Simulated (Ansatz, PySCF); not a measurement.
NbO₂Br, SMILES [O]=[Nb](=[O])[Br], multiplicity 1. Atoms are numbered in the order given.

```xyz
4

Nb     0.6978     0.1163     0.0000
O      1.4193    -0.6039     1.3740
O      1.4193    -0.6039    -1.3740
Br    -1.7997     0.0783     0.0000
```

Coordinates come from a B3LYP-D3(BJ)/def2-SVP optimisation. The multiplicity is an assumed one; other spin states were not compared. The def2 effective core potentials stand for the cores of Nb; spin–orbit coupling is left out.

Two levels are set side by side: PBE-D3(BJ)/def2-SVP (Ansatz, a first-principles code) and B3LYP-D3(BJ)/def2-SVP (Ansatz). Each level has its own optimised geometry; the coordinates shown are those of the second. Frequencies come from the Hessian of PySCF at each geometry. Differences are taken from unrounded values.

| quantity | B3LYP-D3(BJ) |
|---|---|
| mean bond length (Å) | 1.973 |
| bond Nb1–O2 (Å) | 1.711 |
| bond Nb1–O3 (Å) | 1.711 |
| bond Nb1–Br4 (Å) | 2.498 |
| highest harmonic wavenumber (cm⁻¹) | 1019 |
| mean harmonic wavenumber (cm⁻¹) | 483 |
| zero-point energy (kcal/mol) | 4.14 |

Question: What does PBE-D3(BJ) give, and how far is it from B3LYP-D3(BJ)? (Estimate from the structure and the level; the computed values follow.)

Answer: 
```
quantity                            PBE-D3(BJ)  PBE-D3(BJ) minus B3LYP-D3(BJ)
----------------------------------  ----------  -----------------------------
mean bond length (Å)                     1.977                          0.003
bond Nb1–O2 (Å)                          1.721                          0.010
bond Nb1–O3 (Å)                          1.721                          0.010
bond Nb1–Br4 (Å)                         2.488                         -0.010
highest harmonic wavenumber (cm⁻¹)         984                            -35
mean harmonic wavenumber (cm⁻¹)            473                            -10
zero-point energy (kcal/mol)              4.06                          -0.09
```
